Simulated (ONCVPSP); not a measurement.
## u(r) = r·R(r): atom against pseudo-atom (gold)

Columns: radius, all-electron u(r) and pseudo u(r) of the 5d shell (level -7.12 eV) of gold in the configuration [Kr] 4d10 4f14 5s2 5p6 5d10 6s1; LDA (Perdew-Zunger), scalar-relativistic, ONCV scheme, ONCVPSP 4.0.1.

```tsv
r (bohr)	all-electron	pseudo
0.093	0.2704	0.0022
0.185	0.0359	0.0170
0.278	-0.3253	0.0542
0.370	-0.4047	0.1178
0.463	-0.2563	0.2079
0.555	-0.0144	0.3162
0.648	0.2371	0.4349
0.740	0.4507	0.5504
0.833	0.6169	0.6550
0.925	0.7323	0.7389
1.018	0.8061	0.8002
1.110	0.8451	0.8368
1.203	0.8584	0.8519
1.295	0.8527	0.8486
1.388	0.8335	0.8314
1.480	0.8056	0.8046
1.573	0.7716	0.7712
1.665	0.7346	0.7344
1.758	0.6955	0.6955
1.850	0.6565	0.6565
1.943	0.6175	0.6174
2.035	0.5799	0.5799
2.128	0.5433	0.5432
2.220	0.5087	0.5086
2.313	0.4754	0.4754
2.405	0.4443	0.4443
```

Problem. How many radial nodes do the two functions have?

Solution. The all-electron 5d function has n − l − 1 = 2; the pseudo-wave has 0, since the states of the same l below it are removed with the core.

Problem. At about which radius was the pseudo-wave matched?

Solution. 1.85 bohr. The columns agree to 0.0005 from 1.57 bohr on; several derivatives are matched, so the curves merge somewhat inside the radius.

Problem. Is the pseudo-wave norm-conserving?

Solution. Yes: the ONCV scheme keeps the norm inside the radius equal to the all-electron one, which fixes the energy derivative of the logarithmic derivative at the level.
